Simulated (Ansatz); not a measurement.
Ansatz results at the PBE0-D4/def2-TZVP geometry: HOMO–LUMO gap (ωB97M-V/def2-TZVPP) 7.80 eV; HOMO energy (B3LYP/def2-TZVPP) -5.82 eV; size of the dipole moment (B3LYP/def2-TZVPP) 2.69 D.

Each molecule was computed in one conformer, which needn't be the lowest.

Which molecule gave them?
A. `C/C=[CH]/[AlH2]`
B. `O[B]1O[CH2][Zn]1`
C. `N=[CH][Al]([F])[SH]`
D. `C=CC(O)(F)F`

B. The others give `N=[CH][Al]([F])[SH]`: 10.07, -7.35, 2.83; `C=CC(O)(F)F`: 12.40, -8.15, 1.09; `C/C=[CH]/[AlH2]`: 10.07, -7.42, 1.55.

B3LYP here is the variant with VWN-RPA as its local correlation; programs differ in this.
